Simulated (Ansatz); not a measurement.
Isolated molecules relaxed with PBE0-D4/def2-TZVP in Ansatz; ΔE leaves out vibrations. CCSD(T)/CBS is the MP2 limit (def2-TZVPP, def2-QZVPP) plus CCSD(T) − MP2 in def2-TZVPP, frozen cores. This one scheme is used for every species. DFT in def2-TZVPP. B3LYP here is the variant with VWN-RPA as its local correlation; programs differ in this. One conformer a species, not always the lowest.

Consider the formal exchange of groups at the Si–S bond: `C=C[SiH2]S` + `C=N` → `C=C[SiH2]C=N` + H₂S.

| level | ΔE (eV) |
| --- | --- |
| ωB97M-V | 0.75 |
| PBE | 0.76 |
| B3LYP | 0.74 |
| HF/CBS(def2) | 0.78 |

What does CCSD(T)/CBS give? (Estimate.)

Ansatz gave: +0.76 eV. The listed levels differ from it by -0.01, 0.00, -0.02, 0.02 eV.

Largest T1 diagnostic among the species: 0.012.
